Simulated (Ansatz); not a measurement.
Start from `C[SiH](Cl)[SbH2]` and change one atom or group to get `C[SiH2]Cl`.

Ansatz, PBE0-D4/def2-TZVP geometries, multiplicity 1. 

Elements past krypton have def2 core potentials.

```json
{"property": "HOMO energy (PBE0/def2-TZVPP) / eV", "`C[SiH](Cl)[SbH2]`": "-7.20"}
{"property": "HOMO energy (B3LYP/def2-TZVPP) / eV", "`C[SiH](Cl)[SbH2]`": "-7.01"}
{"property": "ideal-gas entropy at 298 K and 1 bar (rigid rotor, harmonic PBE0-D4/def2-TZVP) / J/(mol·K)", "`C[SiH](Cl)[SbH2]`": "377"}
{"property": "LUMO energy (ωB97M-V/def2-TZVPP) / eV", "`C[SiH](Cl)[SbH2]`": "1.18"}
{"property": "size of the dipole moment (ωB97M-V/def2-TZVPP) / D", "`C[SiH](Cl)[SbH2]`": "1.54"}
{"property": "LUMO energy (B3LYP/def2-TZVPP) / eV", "`C[SiH](Cl)[SbH2]`": "-0.66"}
```

What does the change do to each property? (Estimate.)

Computed: 
```tsv
property	`C[SiH2]Cl`	shift
HOMO energy (PBE0/def2-TZVPP) / eV	-8.75	-1.55
HOMO energy (B3LYP/def2-TZVPP) / eV	-8.50	-1.49
ideal-gas entropy at 298 K and 1 bar (rigid rotor, harmonic PBE0-D4/def2-TZVP) / J/(mol·K)	298	-79
LUMO energy (ωB97M-V/def2-TZVPP) / eV	2.18	1.00
size of the dipole moment (ωB97M-V/def2-TZVPP) / D	1.83	0.29
LUMO energy (B3LYP/def2-TZVPP) / eV	0.24	0.90
```

With PBE0 the HOMO falls by 1.55 eV and the LUMO rises by 0.89 eV, so the gap widens by about 2.44 eV. PBE moves the HOMO by -1.19 eV and ωB97M-V by -1.82 eV. The zero-point energy changes by -15.4 kJ/mol with -6 modes. Dipoles are sizes alone; their direction can turn.

B3LYP here is the variant with VWN-RPA as its local correlation; programs differ in this.

Spin–orbit coupling is left out; it splits and shifts lone-pair levels of the heavy atoms by tenths of an eV.
